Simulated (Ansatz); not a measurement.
`B[SiH2]O[SiH2]F` and `O=CO[SiH2]F` differ in one atom or group.

Ansatz, PBE0-D4/def2-TZVP geometries, multiplicity 1. Each molecule was computed in one conformer, which needn't be the lowest.

```csv
property,`B[SiH2]O[SiH2]F`
HOMO energy (PBE0/def2-TZVPP) / eV,-8.23
HOMO–LUMO gap (B3LYP/def2-TZVPP) / eV,5.22
HOMO–LUMO gap (PBE0/def2-TZVPP) / eV,5.61
size of the dipole moment (B3LYP/def2-TZVPP) / D,1.12
LUMO energy (ωB97M-V/def2-TZVPP) / eV,-0.65
HOMO energy (B3LYP/def2-TZVPP) / eV,-8.05
```

Problem. What does the change do to each property? (An estimate is asked.)

Solution. Ansatz gave: 
```json
{"property": "HOMO energy (PBE0/def2-TZVPP) / eV", "`O=CO[SiH2]F`": "-8.79", "shift": "-0.56"}
{"property": "HOMO–LUMO gap (B3LYP/def2-TZVPP) / eV", "`O=CO[SiH2]F`": "7.55", "shift": "2.33"}
{"property": "HOMO–LUMO gap (PBE0/def2-TZVPP) / eV", "`O=CO[SiH2]F`": "8.09", "shift": "2.48"}
{"property": "size of the dipole moment (B3LYP/def2-TZVPP) / D", "`O=CO[SiH2]F`": "2.29", "shift": "1.17"}
{"property": "LUMO energy (ωB97M-V/def2-TZVPP) / eV", "`O=CO[SiH2]F`": "1.49", "shift": "2.14"}
{"property": "HOMO energy (B3LYP/def2-TZVPP) / eV", "`O=CO[SiH2]F`": "-8.54", "shift": "-0.49"}
```

With PBE0 the HOMO falls by 0.56 eV and the LUMO rises by 1.92 eV, so the gap widens by about 2.48 eV. PBE moves the HOMO by -0.16 eV and ωB97M-V by -0.81 eV. Dipoles are sizes alone; their direction can turn.

B3LYP here is the variant with VWN-RPA as its local correlation; programs differ in this.
